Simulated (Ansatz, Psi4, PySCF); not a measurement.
AlCl2 (SMILES [Cl][Al][Cl]), doublet, at a GFN2-xTB geometry (such geometries of metal compounds can be far from the true shape). Base run: R2SCAN/cc-pVDZ run with PySCF.

Input for PySCF:
```python
from pyscf import gto, scf, dft

mol = gto.Mole()
mol.atom = '''
    Al    0.00160221    0.63542259    0.02351302
    Cl    1.85128917   -0.24859337    0.01717242
    Cl   -1.85251440   -0.23731802   -0.03515296
'''
mol.basis = 'cc-pvdz'
mol.spin = 1
mol.verbose = 4
mol.build()

mf = dft.UKS(mol)
mf.xc = 'r2scan'
mf.kernel()
```

The same geometry, method and basis name were run in Ansatz (a quantum-chemistry and plane-wave program) and Psi4 and PySCF, at each program's defaults and at the settings that a row names. The base is PySCF at its defaults. Differences at the defaults can come from grids, fitting, cores and function types together.

| code and settings | ΔE vs base (µEh) | basis functions | E (Eh) | SCF cycles | dipole (D) |
|---|---|---|---|---|---|
| PySCF, defaults (exact integrals, its default grid, spherical functions) | 0.0 | 54 | -1162.84402 | 9 | 0.72 |
| Psi4, defaults (density fitting with its default set, its default grid, spherical functions) | 7.5 | 54 | -1162.84401 | 8 | 0.72 |
| Ansatz, defaults (factorised integrals, its default grid, spherical functions) | 103 | 54 | -1162.84391 | - | - |
| PySCF, density fitting with def2-universal-jkfit | -31.4 | 54 | -1162.84405 | 9 | 0.72 |
| PySCF, fine grid | 145 | 54 | -1162.84387 | 9 | 0.72 |
| Psi4, exact integrals, spherical functions, fine grid | 275 | 54 | -1162.84374 | 10 | 0.72 |
| Ansatz, high accuracy | 104 | 54 | -1162.84391 | - | - |

Open shells are given as the SCF converged; they aren't shown to be the lowest states, and a large step between rows can be another state.
